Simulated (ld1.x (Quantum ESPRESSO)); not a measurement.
## What one change does to a pseudopotential (Mn (Z = 25), ultrasoft)

```
Element                 : Mn (Z = 25)
Generator               : ld1.x (Quantum ESPRESSO) 7.5
Type                    : ultrasoft
Functional              : BP86
Relativity              : fully relativistic
Frozen core             : [Ar]
Valence charge          : 7
Reference configuration : 3d5 4s1 4p0 (charge +1)
Partial waves           : 4s (bound): rcut 1.65, rcutus 2.20 bohr; 4s channel at 1.3 Ry: rcut 1.65, rcutus 2.20 bohr; 4p (bound, empty): rcut 2.65, rcutus 3.05 bohr; 4p channel at 0.2 Ry: rcut 2.65, rcutus 3.05 bohr; 3d (bound): rcut 1.30, rcutus 1.40 bohr; 3d channel at -0.25 Ry: rcut 1.30, rcutus 1.40 bohr
Local potential         : all-electron potential smoothed inside 1.30 bohr (lloc = -1)
Core correction         : none
Augmentation charge     : PSQ, radius 0.95 bohr
```

Open shells are filled in proportion to 2j + 1 (rel_dist='average').

Change: all radii scaled by about 1.17 (s 2.58, p 3.56, d 1.64 bohr, rcut 1.94/3.10/1.52); local potential all-electron potential smoothed inside 1.52 bohr (lloc = -1); augmentation PSQ, radius 1.12 bohr.

Cutoffs: the cutoffs (Ry, on a coarse ladder) from which the occupation-weighted sum of valence levels, in a spherical-Bessel basis at the reference potential, stays within 10 and 1 mRy of its value at 400 Ry; they do not see the model core or the augmentation charge, which bear on the density cutoff. Errors are all-electron minus pseudo energies relative to the spin-unpolarised reference configuration.

**Question.** What does the change do?

**Answer.** The potential gets softer (55 Ry and 90 Ry → 40 Ry and 60 Ry); both files keep a bound ghost (s); the number of tests that count goes from 7 to 5 (the test run of the changed file stopped, so its transferability is not established); of the 5 tests that both files solve, the error grows in 2 and shrinks in 1 by more than 15 % and 0.3 meV (median size 27.6 → 21.2 meV). A larger radius leaves more room for a smooth pseudo-wave, so fewer plane waves are needed.

```csv
quantity,base,changed
"cutoff, loose",55 Ry,40 Ry
"cutoff, tight",90 Ry,60 Ry
loose cutoff by channel (10 mRy a level),"s 6 Ry, d 50 Ry","s 6 Ry, d 35 Ry"
bound ghosts,s,s
"tests counted (converged, no solver errors)",7 of 7,5 of 7 (the test run stopped)
"error for 3d5 4s2 4p0, meV [ΔE -8.61 eV]",+7.5,+13
"error for 3d5 4s0 4p0, meV [ΔE 15.71 eV]",+28,+21
"error for 3d4 4s0 4p0, meV [ΔE 48.28 eV]",-144,-148
"error for 3d5 4s0 4p1, meV [ΔE 4.78 eV]",+8.0,+6.9
"error for 3d6 4s0 4p0, meV [ΔE -1.60 eV]",-35,-45
lowest overlap eigenvalue by channel,"s 0.43, p1/2 0.43, p3/2 0.43, d3/2 0.95, d5/2 0.94","s 0.40, p1/2 0.36, p3/2 0.36, d3/2 1.00, d5/2 1.00"
```

Changed file: Tests not counted: 3d4 4s2 4p0 (solver errors, printed error -257 eV). A true bound ghost makes a file unfit for plane-wave use even where its test errors are small: the radial tests pick states by their node count and pass the ghost by. Where a test does run into it, the solver fails or the error is huge.
